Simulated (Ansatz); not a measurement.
**FGaH4NP: structure from calculated spectroscopic constants**

These gas-phase data were calculated for one isomer of FGaH4NP at PBE0-D3(BJ)/def2-SVP (harmonic, unscaled wavenumbers; equilibrium rotational constants with average atomic masses):

| Quantity | Value |
| --- | --- |
| rotational constants | 6.007, 2.512, 1.794 GHz |
| all wavenumbers above 1500 cm⁻¹ | 3742, 3628, 2421, 2402, 1510 |

Candidates:

(1) `[F][Ga@@H-]1[NH2+][PH]1`, a singlet
(2) `[NH2][Ga]([F])[PH2]`, a singlet
(3) `[F][GaH][NH]P`, a singlet

Task: Which structure fits?

Result: Candidate (2). No mode falls between 1700 and 2150 cm⁻¹, where the Ga–H stretch of (1), (3) would stand.

The same quantities for all candidates:

```tsv
	rotational constants (GHz)	wavenumbers above 1500 cm⁻¹	E above the lowest, PBE0-D3(BJ)/def2-SVP (kcal/mol)
(1)	6.795, 2.384, 2.324	3646, 3543, 2392, 2029, 1541	17.4
(2)	6.007, 2.512, 1.794	3742, 3628, 2421, 2402, 1510	0.0
(3)	15.56, 1.53, 1.41	3602, 2361, 2358, 2080	17.4
```

Harmonic stretches to hydrogen usually lie a few per cent above observed fundamentals. Each candidate is one conformer. Programs: Ansatz 0.2.0.
